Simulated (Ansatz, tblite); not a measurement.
Forces on B4N4H14, a cluster cut from wurtzite BN (hydrogen-capped) at its PBE0-D4/def2-SVP geometry. The state is a singlet with charge 0.

The xTB rows come from tblite.

GFN1-xTB (tblite), largest force 0.80 eV/Å:

```xyz
22
positions Å, forces eV/Å
B    -0.619   -1.485   -0.503   -0.163   -0.618   -0.476
N    -1.466   -0.121   -0.704   -0.539    0.073   -0.036
B    -0.068   -0.213    1.671   -0.306   -0.133    0.724
N     0.517   -1.066    0.493    0.086   -0.177    0.082
N    -0.273    1.251    1.011    0.091    0.494    0.213
B    -0.551    1.137   -0.526   -0.146    0.301   -0.139
B     1.644   -0.274   -0.256    0.790    0.090    0.058
N     0.821    0.766   -1.183    0.095    0.160   -0.512
H    -1.352   -2.347   -0.042    0.185    0.345   -0.070
H    -0.171   -1.794   -1.606   -0.159    0.106    0.365
H    -2.212   -0.100   -0.007    0.338   -0.008   -0.181
H    -1.932   -0.132   -1.610    0.259   -0.023    0.223
H    -1.181   -0.608    2.016    0.369    0.142   -0.113
H     0.705   -0.121    2.613   -0.173    0.040   -0.356
H     0.926   -1.911    0.884   -0.093    0.192   -0.089
H    -1.014    1.751    1.498    0.149   -0.258   -0.169
H     0.577    1.794    1.163   -0.257   -0.264   -0.107
H    -1.044    2.153   -0.996    0.147   -0.304    0.141
H     2.326   -0.993   -0.970   -0.301    0.212    0.151
H     2.324    0.398    0.518   -0.226   -0.217   -0.267
H     0.656    0.327   -2.090    0.008    0.088    0.373
H     1.390    1.589   -1.372   -0.156   -0.241    0.188
```

GFN2-xTB (tblite), largest force 0.61 eV/Å:

```
B 0.026 -0.360 -0.301
N -0.300 0.244 -0.076
B -0.232 -0.175 0.369
N 0.001 -0.001 0.000
N -0.037 0.391 -0.034
B 0.003 -0.007 0.003
B 0.441 0.052 0.155
N -0.089 0.244 -0.296
H 0.337 0.414 -0.196
H -0.248 0.049 0.560
H 0.326 -0.060 -0.090
H 0.138 -0.072 0.121
H 0.588 0.161 -0.076
H -0.343 -0.034 -0.452
H -0.119 0.246 -0.114
H 0.092 -0.170 -0.042
H -0.159 -0.293 -0.083
H 0.187 -0.387 0.179
H -0.336 0.327 0.321
H -0.250 -0.395 -0.399
H 0.010 -0.013 0.343
H -0.035 -0.162 0.107
```

PBE0-D4/def2-TZVP (Ansatz), largest force 0.28 eV/Å:

```
B -0.069 -0.234 -0.117
N -0.227 -0.009 -0.007
B -0.053 -0.052 0.260
N 0.066 -0.137 0.064
N 0.053 0.186 0.121
B -0.114 0.233 -0.108
B 0.270 -0.017 -0.003
N 0.070 0.040 -0.213
H 0.153 0.189 -0.085
H -0.078 0.082 0.208
H 0.165 -0.012 -0.132
H 0.118 0.005 0.181
H 0.204 0.082 -0.087
H -0.152 -0.015 -0.207
H -0.083 0.172 -0.080
H 0.141 -0.119 -0.113
H -0.165 -0.128 -0.033
H 0.099 -0.204 0.094
H -0.155 0.146 0.145
H -0.149 -0.115 -0.143
H 0.032 0.074 0.196
H -0.123 -0.167 0.061
```
